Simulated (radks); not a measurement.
Values are calculated unless marked as measured or tabulated.
Pt II, configuration [Xe] 4f14 5d8 7s1 (not the ground configuration). Code: a radial shooting solver on a logarithmic mesh with Libxc functionals. Model: scalar-relativistic Kohn-Sham, PBE, spin-polarised, spherical densities, finite nucleus; open shells are filled with parallel spins first (spin-orbit coupling, left out, can overturn this in heavy ions); Fermi nuclear charge, rms radius 5.427 fm.

Radial electron density D(r) = 4 pi r^2 rho(r):

r (bohr),D(r) (e/bohr),spin D(r)
0.002772,39.59,0.000291
0.003848,57.30,0.000397
0.005341,77.71,0.000478
0.007415,96.55,0.000454
0.01021,107.1,0.000220
0.01418,105.3,-0.000272
0.01968,96.77,-0.000560
0.02732,100.4,0.00141
0.03792,126.4,0.0116
0.05222,145.8,0.0411
0.07249,127.9,0.101
0.1006,113.9,0.156
0.1397,134.2,0.100
0.1924,110.1,-0.0113
0.2671,72.76,0.142
0.3707,86.57,0.317
0.5146,63.11,0.0290
0.7087,29.35,0.240
0.9839,19.54,1.25
1.366,11.52,1.59
1.896,4.374,0.943
2.611,1.109,0.260
3.625,0.1800,0.0626
5.032,0.2319,0.225
6.985,0.1810,0.181
9.619,0.03234,0.0323
13.35,0.001059,0.00106

D(r) has 5 maxima, at r = 0.0114, 0.0531, 0.147, 0.383, 5.67 bohr, and minima at 0.0222, 0.0952, 0.271, 3.96 bohr, inside which lie 1.89, 11.07, 29.98, 76.06 electrons.
